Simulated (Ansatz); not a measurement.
Zr(OH)4 (ZrO₄H₄). Total charge 0; singlet. Geometry PBE-D4/def2-SVP.

```xyz
9

Zr    0.0000    0.0000    0.0000
O    -0.2070    1.4282    1.2940
H    -0.3062    2.1361    1.9412
O    -0.5442    0.6300   -1.7504
H    -0.8196    0.9432   -2.6198
O    -1.1057   -1.5054    0.5176
H    -1.6559   -2.2558    0.7704
O     1.8568   -0.5527   -0.0611
H     2.7817   -0.8236   -0.0919
```

In the def2 sets Zr takes a core potential; there is no spin–orbit coupling.

Task: Estimate the orbital energies around the gap (eV) in Ansatz with PBE-D4/def2-SVP, PBE-D4/def2-TZVP, revPBE-D4/def2-TZVP, r2SCAN-D4/def2-TZVP, ωB97M-V/def2-TZVP.

Result: 
```tsv
orbital	PBE-D4/def2-SVP	PBE-D4/def2-TZVP	revPBE-D4/def2-TZVP	r2SCAN-D4/def2-TZVP	ωB97M-V/def2-TZVP
HOMO−13	-22.56	-23.18	-23.18	-24.49	-28.86
HOMO−12	-22.56	-23.18	-23.18	-24.49	-28.86
HOMO−11	-11.54	-11.79	-11.73	-12.24	-16.12
HOMO−10	-11.39	-11.65	-11.60	-12.12	-15.95
HOMO−9	-11.39	-11.65	-11.60	-12.11	-15.95
HOMO−8	-11.39	-11.65	-11.60	-12.11	-15.95
HOMO−7	-7.68	-7.97	-7.88	-8.34	-12.32
HOMO−6	-7.68	-7.96	-7.88	-8.33	-12.32
HOMO−5	-7.02	-7.32	-7.23	-7.69	-11.57
HOMO−4	-7.02	-7.32	-7.23	-7.69	-11.57
HOMO−3	-7.01	-7.31	-7.23	-7.69	-11.57
HOMO−2	-6.43	-6.77	-6.69	-7.15	-10.88
HOMO−1	-6.43	-6.77	-6.69	-7.15	-10.88
HOMO	-6.43	-6.77	-6.69	-7.15	-10.88
LUMO	-0.41	-0.64	-0.62	0.00	0.94
LUMO+1	0.29	-0.04	0.01	0.18	1.51
LUMO+2	0.30	-0.04	0.02	0.18	1.52
LUMO+3	0.56	0.01	0.02	0.48	1.52
LUMO+4	0.57	0.01	0.04	0.49	3.01
LUMO+5	0.57	0.01	0.04	0.49	3.02
```
